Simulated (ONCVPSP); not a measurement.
What the settings do to the ONCV potential of Ge (Z = 32)

Base potential:

| Item | Value |
| --- | --- |
| Element | germanium |
| Generator | ONCVPSP 4.0.1 |
| Type | optimised norm-conserving Vanderbilt (ONCV) |
| Functional | PBE |
| Relativity | scalar-relativistic |
| Frozen core | [Ne] |
| Valence charge | 22 |
| Reference configuration | 3s2 3p6 3d10 4s2 (charge +2) |
| Partial waves | 3s+4s: rc 1.00 bohr, ncon 4, nbas 8, qcut 13.1 1/bohr, 2 projectors; 3p: rc 0.60 bohr, ncon 5, nbas 9, qcut 15.7 1/bohr, 2 projectors, debl 0.6 Ha; 3d: rc 1.30 bohr, ncon 4, nbas 9, qcut 11.2 1/bohr, 2 projectors, debl 2.5 Ha |
| Local potential | polynomial inside 0.40 bohr (lpopt 5, dvloc0 0 Ha) |
| Core correction | Teter function, fcfact 5.5, rcfact 1 |

In the p channel the program set the typed energies aside and used -4.982, 0.250 Ha.

All-electron outer shells of the reference configuration (PBE, scalar-relativistic, ld1.x):

```json
{"shell": "2p", "level (eV)": "-1218.74", "outermost node (bohr)": "–", "outermost maximum (bohr)": "0.14"}
{"shell": "3s", "level (eV)": "-188.44", "outermost node (bohr)": "0.26", "outermost maximum (bohr)": "0.54"}
{"shell": "3p", "level (eV)": "-135.57", "outermost node (bohr)": "0.23", "outermost maximum (bohr)": "0.54"}
{"shell": "3d", "level (eV)": "-49.19", "outermost node (bohr)": "–", "outermost maximum (bohr)": "0.50"}
{"shell": "4s", "level (eV)": "-29.25", "outermost node (bohr)": "0.77", "outermost maximum (bohr)": "1.66"}
```

Cutoffs, loose and tight: the cutoffs (Ha) at which the residual kinetic energy of the hardest occupied pseudo-wave falls to 1 and 0.1 mHa per electron. They do not see the model core or the augmentation charge, which bear on the density cutoff. Test errors are all-electron minus pseudo excitation energies from the reference, over the configurations 3s2 3p6 3d10 4s2 4p2; 3s2 3p6 3d10 4s2 4p1; 3s2 3p6 3d10 4s1; 3s2 3p6 3d10 4s0 4p4. A dash means not determined; rows that change the core or the reference have their own tests.

A true bound ghost makes a file unfit for plane-wave use even where its test errors are small: the radial tests pick states by their node count and pass the ghost by.

```csv
change,outcome,"cutoff, loose","cutoff, tight",bound ghosts,GHOST(+) flags above zero,largest test error (meV)
base,"generated, projector energies reset by the program",119 Ha,326 Ha,none,s,-5.7
s: qcut 16.8,"generated, projector energies reset by the program",119 Ha,326 Ha,none,s,-5.0
s: qcut 10.3; p: qcut 12.3; d: qcut 8.8,"generated, projector energies reset by the program",330 Ha,655 Ha,none,s,-9.9
"core correction Teter function, fcfact 4.5, rcfact 1.65","generated, projector energies reset by the program",119 Ha,326 Ha,none,s,-5.8
"all radii but the core radius scaled by about 1.34 (s 1.34, p 0.80, d 1.74 bohr); local potential polynomial inside 0.54 bohr (lpopt 5, dvloc0 0 Ha)","generated, projector energies reset by the program",89 Ha,114 Ha,none,s,-23
"local potential polynomial inside 0.50 bohr (lpopt 5, dvloc0 0 Ha)","generated, projector energies reset by the program",119 Ha,326 Ha,none,s,-5.7
p: nproj 3,"generated, projector energies reset by the program",119 Ha,326 Ha,p,s,-5.7
d: qcut 11,"generated, projector energies reset by the program",119 Ha,326 Ha,none,s,-5.8
"p: ncon 3, nbas 7","generated, projector energies reset by the program",105 Ha,242 Ha,none,s,-5.7
"local potential polynomial inside 0.40 bohr (lpopt 5, dvloc0 4.5 Ha)","generated, projector energies reset by the program",119 Ha,326 Ha,none,s,-5.7
```
